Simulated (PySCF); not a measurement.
## Bonding in `C#CCPCCC`

Species: C₆H₁₁P.
SMILES with atom numbers: `[CH:1]#[C:2][CH2:3][PH:4][CH2:5][CH2:6][CH3:7]` (hydrogens: H8 on C1; H9, H10 on C3; H11 on P4; H12, H13 on C5; H14, H15 on C6; H16, H17, H18 on C7)

Structure used (GFN2-xTB), in Å, numbered top down from 1:
```xyz
18
C6H11P angstrom
C     -2.6280    1.7534   -0.3204
C     -2.3734    0.5894   -0.2022
C     -2.0656   -0.8147   -0.0755
P     -0.8351   -1.3773   -1.3774
C      0.7604   -0.9671   -0.5064
C      1.0661    0.5271   -0.5489
C      2.4493    0.8314    0.0135
H     -2.8569    2.7726   -0.4133
H     -1.6729   -1.0267    0.9244
H     -2.9801   -1.3957   -0.2333
H     -0.8538   -2.7105   -0.9329
H      0.7307   -1.3242    0.5279
H      1.5467   -1.5178   -1.0327
H      1.0075    0.8742   -1.5836
H      0.3085    1.0705    0.0211
H      2.6472    1.9000   -0.0207
H      3.2170    0.3198   -0.5638
H      2.5237    0.5020    1.0479
```

Bond orders from the PBE0/pcSseg-1 density (PySCF). Isolated species at its GFN2-xTB geometry (one conformer only).

(1) How far do the computed orders between heavy atoms stray from the drawn ones?

(2) Give the Mayer order of every bond, beside its length.

Results:

(1) The largest departure is 0.451, at C1–C2 (drawn triple, 2.549). Drawn double or triple, more than 0.30 short of the drawn order: C1–C2 (2.549).

(2) 
```json
{"bond": "C1–C2", "drawn as": "triple", "length (Å)": "1.197", "Mayer order": "2.549"}
{"bond": "C2–C3", "drawn as": "single", "length (Å)": "1.443", "Mayer order": "1.078"}
{"bond": "C3–P4", "drawn as": "single", "length (Å)": "1.878", "Mayer order": "0.964"}
{"bond": "P4–C5", "drawn as": "single", "length (Å)": "1.864", "Mayer order": "0.990"}
{"bond": "C5–C6", "drawn as": "single", "length (Å)": "1.526", "Mayer order": "1.014"}
{"bond": "C6–C7", "drawn as": "single", "length (Å)": "1.524", "Mayer order": "1.063"}
{"bond": "C1–H8", "drawn as": "single", "length (Å)": "1.049", "Mayer order": "1.149"}
{"bond": "C3–H9", "drawn as": "single", "length (Å)": "1.095", "Mayer order": "0.905"}
{"bond": "C3–H10", "drawn as": "single", "length (Å)": "1.095", "Mayer order": "0.916"}
{"bond": "P4–H11", "drawn as": "single", "length (Å)": "1.405", "Mayer order": "0.924"}
{"bond": "C5–H12", "drawn as": "single", "length (Å)": "1.095", "Mayer order": "0.936"}
{"bond": "C5–H13", "drawn as": "single", "length (Å)": "1.095", "Mayer order": "0.945"}
{"bond": "C6–H14", "drawn as": "single", "length (Å)": "1.093", "Mayer order": "0.948"}
{"bond": "C6–H15", "drawn as": "single", "length (Å)": "1.093", "Mayer order": "0.939"}
{"bond": "C7–H16", "drawn as": "single", "length (Å)": "1.087", "Mayer order": "0.969"}
{"bond": "C7–H17", "drawn as": "single", "length (Å)": "1.088", "Mayer order": "0.968"}
{"bond": "C7–H18", "drawn as": "single", "length (Å)": "1.088", "Mayer order": "0.968"}
```

Bonds between the same two heavy elements. C–C: lowest C5–C6 (1.014, 1.526 Å), highest C1–C2 (2.549, 1.197 Å). C–P: lowest C3–P4 (0.964, 1.878 Å), highest P4–C5 (0.990, 1.864 Å).

**Question.** Sum the orders of all bonds at each heavy atom with more than one neighbour and set the sums beside the valence in the SMILES.

**Answer.** C1 3.698 (drawn 4), C2 3.627 (drawn 4), C3 3.863 (drawn 4), P4 2.878 (drawn 3), C5 3.885 (drawn 4), C6 3.964 (drawn 4), C7 3.968 (drawn 4). Orders between atoms that aren't bonded are not in these sums.

Mayer orders depend on the basis set.

The run behind these numbers computed NMR shieldings as well. Rough CPU time on one thread of a shared machine: about 70 s.
